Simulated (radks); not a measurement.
Task: Spherical quantum dot in the effective-mass picture: electrons in a well V = -V0 / (1 + exp((r - R)/a)) with V0 = 8.36, R = 4.9, a = 0.25, all in effective atomic units (hartree* = m*/eps^2 hartree, bohr* = eps/m* bohr), one dielectric constant everywhere. Calculated with a radial shooting solver with Libxc functionals: non-relativistic Kohn-Sham, exchange-only LDA, spin-polarised, spherical densities. Levels are named by radial order and angular momentum (1s, 1p, 1d, 2s, ...), and open shells are averaged over m. At N = 7 the configuration is 1s2 1p(up 3, down 2). Does electron 8 go into 1d down or 1p down or 1d up?

Result: Into 1p down. The total energies of the other choices lie higher by 0.200 hartree* (1d up), 0.224 hartree* (1d down).
